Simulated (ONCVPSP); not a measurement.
## O (Z = 8), ONCV: configuration errors across variants

ONCVPSP 4.0.1 input, shortened (lines: element, Z, core and valence counts, functional; n l f; lmax; l rc ep ncon nbas qcut; lloc lpopt rc5 dvloc0; l nproj debl; icmod fcfact rcfact), LDA (Perdew-Zunger), scalar-relativistic:

```
  O 8.00    1    2        3      upf
    1    0    2.00
    2    0    2.00
    2    1    4.00
    2
    0    0.70    0.00    4    7   10.60
    1    1.25    0.00    3    7   13.20
    2    1.30    0.09    3    6    8.20
    4    1    0.50    1.00
    0    1    2.50
    1    3    1.80
    2    2    4.00
    3    2.00    1.50
```

All-electron excitation energies from the reference (eV): (1) 2s2 2p3 16.584; (2) 2s2 2p2 50.292; (3) 2s2 2p1 104.255; (4) 2s0 2p6 29.228.

1 further variants failed, have other tests or too few solved ones, and are left out.

Errors AE − PS in meV (a dash: test not solved or not reliable):

```csv
change,(1),(2),(3),(4),bound ghosts,GHOST(+) flags above zero
base,+5.1,+60,+267,+54,none,none
"all radii but the core radius scaled by about 0.86 (s 0.60, p 1.08, d 1.12 bohr); local potential polynomial inside 0.42 bohr (lpopt 1, dvloc0 1 Ha)",+4.6,+47,+210,+51,none,d
"all radii but the core radius scaled by about 0.92 (s 0.64, p 1.14, d 1.20 bohr); local potential polynomial inside 0.46 bohr (lpopt 1, dvloc0 1 Ha)",+5.4,+53,+228,+50,none,none
"all radii but the core radius scaled by about 0.97 (s 0.68, p 1.20, d 1.26 bohr); local potential polynomial inside 0.48 bohr (lpopt 1, dvloc0 1 Ha)",+7.6,+61,+256,+47,none,none
"all radii but the core radius scaled by about 1.06 (s 0.74, p 1.34, d 1.38 bohr); local potential polynomial inside 0.54 bohr (lpopt 1, dvloc0 1 Ha)",+4.5,+73,+335,+64,none,none
"all radii but the core radius scaled by about 1.12 (s 0.78, p 1.40, d 1.46 bohr); local potential polynomial inside 0.56 bohr (lpopt 1, dvloc0 1 Ha)",+9.5,+91,+384,+59,none,none
"all radii but the core radius scaled by about 1.24 (s 0.86, p 1.54, d 1.62 bohr); local potential polynomial inside 0.62 bohr (lpopt 1, dvloc0 1 Ha)",+17,+143,+571,+64,none,none
"all radii but the core radius scaled by about 1.32 (s 0.92, p 1.64, d 1.72 bohr); local potential polynomial inside 0.66 bohr (lpopt 1, dvloc0 1 Ha)",+22,+180,+705,+68,none,none
```

(1) Give the same row for: all radii but the core radius scaled by about 1.17 (s 0.82, p 1.46, d 1.52 bohr); local potential polynomial inside 0.58 bohr (lpopt 1, dvloc0 1 Ha).

Results:

(1) +13, +111, +452, +59; bound ghosts: none; GHOST(+) flags above zero: none.
